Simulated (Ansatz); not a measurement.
Ideal-gas functions of `N[SiH](Cl)BF` at 298.15 K and 1 bar, from an Ansatz frequency run at PBE0-D4/def2-TZVP.

Molar mass 111.39 g/mol, point group C1 (symmetry number 1), electronic degeneracy 1, moments of inertia 129.871, 255.003, 333.705 u Å². Harmonic wavenumbers (cm⁻¹, unscaled): 55, 108, 142, 229, 284, 390, 427, 499, 586, 716, 784, 829, 888, 920, 1105, 1316, 1584, 2244, 2592, 3601, 3696.

Use S(trans) = R[1.5 ln M + 2.5 ln T − 1.1517]; rotational temperatures θ = 24.2544 K / I; S(rot) = R[ln(√π/σ · √(T³/θAθBθC)) + 1.5]; for each mode x = 1.438777 ν̃/T, S = R[x/(eˣ − 1) − ln(1 − e⁻ˣ)] and H = RT x/(eˣ − 1); 1 cm⁻¹ = 0.0119627 kJ/mol; R = 8.31446 J/(mol·K).

Problem. By hand: the entropy, in J/(mol·K).

Solution. Translation 167.6. Rotation: θ = 0.1868, 0.0951, 0.0727 K, giving 115.9. Vibration, mode by mode: 19.37, 13.83, 11.62, 7.89, 6.32, 4.18, 3.63, 2.76, 1.98, 1.20, 0.92, 0.77, 0.61, 0.54, 0.26, 0.11, 0.03, 0.00, 0.00, 0.00, 0.00, in all 76.0. Electronic 0.0. Sum 359.5 J/(mol·K).

Problem. By hand: H − E and G − E in kJ/mol, counted from the electronic energy.

Solution. Zero-point energy ½ × 22995 × 0.0119627 = 137.5; thermal vibration 12.0; translation, rotation and pV give 4 RT = 9.9. H − E = 159.4 kJ/mol, and G − E = 159.4 − 298.15 × 359.5/1000 = 52.2 kJ/mol.

Vibration gives 21 % of the entropy, 44.8 J/(mol·K) of it from the modes under 150 cm⁻¹: soft modes count most, and the harmonic formula is weakest for them. The sum counts one conformer and one mirror image; others add a mixing term.
